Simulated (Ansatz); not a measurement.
Z-matrix (Å, degrees):
```
C
O 1 1.448
C 1 1.971 2 45.2
C 1 1.491 2 88.4 3 0.0
H 1 1.093 2 111.2 3 -118.3
H 1 1.093 2 111.2 3 118.3
B 3 1.523 2 126.9 1 180.0
H 4 1.078 1 136.4 2 180.0
H 7 1.193 3 121.3 2 0.0
H 7 1.194 3 117.6 2 -180.0
```

Charge 0, multiplicity 1.

(1) List the ωB97M-V/def2-TZVPP orbital energies in eV (the Gaussian-basis code of Ansatz). (Best estimate.)

Answers

(1) The calculation gave: Occupied: -526.56, -283.24, -282.62, -281.99, -187.95, -32.79, -24.07, -22.22, -18.30, -17.33, -16.30, -15.81, -14.68, -12.38, -11.98, -11.97, -11.77, -9.27. Lowest empty: -0.31, 2.69, 3.26, 3.27, 3.37, 3.64, 4.08, 4.57.
